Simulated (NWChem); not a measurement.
# AlBrCl₂; SMILES [Br][Al]([Cl])[Cl]

Results from NWChem. Pople sets run with spherical d functions. STO-3G and 3-21G are far too small for this property and stand as cheap habits. Geometry: optimised at B3LYP/6-31G* (spherical d). Field at 589 nm.

```csv
level,isotropic polarisability (bohr³),anisotropy (bohr³)
B3LYP/STO-3G,(withheld),(withheld)
B3LYP/6-31G*,56.7,29.2
B3LYP/def2-SVP,53.3,26.3
B3LYP/def2-SVPD,75.2,25.6
B3LYP/aug-cc-pVDZ,74.2,27.4
```

Question: Complete the blanks.

Answer: 
- B3LYP/STO-3G, isotropic polarisability (bohr³): 25.2
- B3LYP/STO-3G, anisotropy (bohr³): 28.7
